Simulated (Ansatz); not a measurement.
Energy needed to pull apart SnNH₅ (SMILES [NH2][SnH3]), closed shell, into free ground-state atoms, from the structure below (displaced at random from a GFN2-xTB minimum); no zero-point or spin–orbit terms; open-shell atoms are treated unrestricted, in their ground-state multiplicity.

```xyz
7
angstrom
N -0.4106 -1.1873 0.0366
Sn 0.3258 0.7782 -0.1838
H -0.0548 -1.8768 -0.5232
H -0.3085 -1.4021 0.9168
H -0.0995 0.9517 -1.9600
H -0.7066 1.8363 0.8745
H 1.7534 0.7360 0.0193
```

Program: Ansatz 0.2.0. Basis: def2-TZVPP. Cores are frozen in the correlated methods. Filled d shells of the heavier atoms are correlated. Core potentials replace the inner electrons of the atoms past krypton. The def2 sets are not built for correlating such inner shells, so the correlated values are less sure here.

| method | atomization energy (eV) |
| --- | --- |
| SPW92 | 20.32 |
| PBE-D4 | 17.70 |
| revPBE-D4 | 17.26 |
| r2SCAN-D4 | ? |
| PBE0-D4 | ? |
| wB97M-V | 17.78 |
| HF | 11.42 |
| MP2 | 16.93 |
| CCSD | 17.08 |
| CCSD(T) | 17.33 |

Q: What does r2SCAN-D4 give? (An estimate is asked for; the value comes from the calculation.)

A: By the calculation: 17.54 eV, which is about 0.21 eV more than CCSD(T)/def2-TZVPP.

Q: What does PBE0-D4 give? (Judge from chemistry; the value comes from the calculation.)

A: Computed: 17.41 eV, which is about 0.09 eV more than CCSD(T)/def2-TZVPP.

In triple zeta the MP2 and coupled-cluster atomization energies are still short of their basis limit by a few kcal/mol a bond, whereas those of the functionals are nearly converged, so these differences are not deviations from converged CCSD(T).

T1 diagnostic: at most 0.013.

For scale, one of the runs: CCSD(T)/def2-TZVPP forces, 151 basis functions (an equivalent command: `ansatz run in.yaml --threads 4`). Time: 51 s of wall clock on 4 CPU threads; the host was shared. Peak host memory: 2.1 GiB.
